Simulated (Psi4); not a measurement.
**MP2, SCS-MP2 and SOS-MP2 from spin components**

System: methylsilane (CH6Si), singlet, at a GFN2-xTB geometry. Level: MP2/def2-SV(P) (Psi4). Sums are taken with unrounded values, so a last digit can differ.

Here is a job for Psi4.
```
memory 2 GB

molecule {
0 1
  C    -0.01298196    0.00392095   -1.25022897
  Si    0.00669850   -0.00202315    0.64510011
  H    -0.01147190   -1.00712268   -1.64830101
  H    -0.89650587    0.50641306   -1.63436438
  H     0.85673226    0.51618733   -1.65253877
  H     0.00413621    1.37681588    1.13946736
  H    -1.17977102   -0.70041180    1.14524608
  H     1.21099302   -0.68708334    1.12046299
}

set basis def2-sv(p)

energy('mp2')
print_variables()
```

It gave an SCF energy of -330.156838 Eh, a same-spin correlation energy of -0.044492 Eh and an opposite-spin one of -0.176462 Eh.

Task: Work out the MP2, SCS-MP2 (6/5 and 1/3) and SOS-MP2 (1.3 and 0) correlation and total energies.

Result: MP2: -0.176462 + (-0.044492) = -0.220953 Eh, total -330.377791 Eh, as the program printed. SCS-MP2: 1.2 × (-0.176462) + (-0.044492)/3 = -0.226584 Eh, total -330.383422 Eh. SOS-MP2: 1.3 × (-0.176462) = -0.229400 Eh, total -330.386238 Eh. Opposite spins carry 80 % of the MP2 correlation; same-spin pairs are already kept apart by exchange.
